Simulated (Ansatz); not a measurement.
`[SiH3][SiH]1CS1` + `O[BH][AlH2]` → `[AlH2][BH]O[SiH3]` + `C1[SiH2]S1` at 700 K and 1 bar (cleavage of the Si–Si bond).

Calculated with Ansatz (gas phase, PBE0-D4/def2-TZVP geometries, no zero-point term in ΔE). CBS: MP2 limit from def2 TZ/QZ plus the TZ coupled-cluster correction, frozen cores. One conformer a species, not always the lowest.

```
            species  CCSD(T)/CBS energy (Eh)  H − E (kJ/mol)  S (J/(mol·K))
  `[SiH3][SiH]1CS1`              -1017.58743           239.8          457.9
      `O[BH][AlH2]`               -344.38728           161.6          379.0
`[AlH2][BH]O[SiH3]`               -634.69802           225.8          479.6
       `C1[SiH2]S1`               -727.30403           168.0          353.4
```

H − E and S are ideal-gas, rigid-rotor, harmonic terms from PBE0-D4/def2-TZVP, for one conformer and one mirror image of each species. 1 Eh = 2625.50 kJ/mol, R = 8.31446 J/(mol·K).

Task: By hand: ΔE, ΔH, ΔS and ΔG.

Result: ΔE = (-634.69802) + (-727.30403) − (-1017.58743) − (-344.38728) = -0.02734 Eh = -71.8 kJ/mol. Δ(H − E) = 225.8 + 168.0 − 239.8 − 161.6 = -7.6, so ΔH = -79.4 kJ/mol. ΔS = 479.6 + 353.4 − 457.9 − 379.0 = -3.9 J/(mol·K). ΔG = -79.4 − 700 × (-3.9)/1000 = -76.7 kJ/mol.

Task: By hand: the equilibrium constant, and the temperature at which ΔG would vanish if ΔH and ΔS stayed fixed.

Result: log₁₀ K = −ΔG/(RT ln 10) = 5.7. ΔG = 0 at ΔH/ΔS = 20359 K, far beyond where these terms or the molecules hold.

The number of gas molecules stays the same, so ΔS is small and ΔH decides. A doubt of 5 kJ/mol in ΔE shifts log₁₀ K by 0.4 here. Other conformers and mirror images would add mixing entropy, several J/(mol·K) or more a flexible species. These are equilibria of isolated gas molecules and say nothing of rates. Largest T1 diagnostic: 0.014 (customary marks: 0.02 for closed shells, 0.045 for open ones).
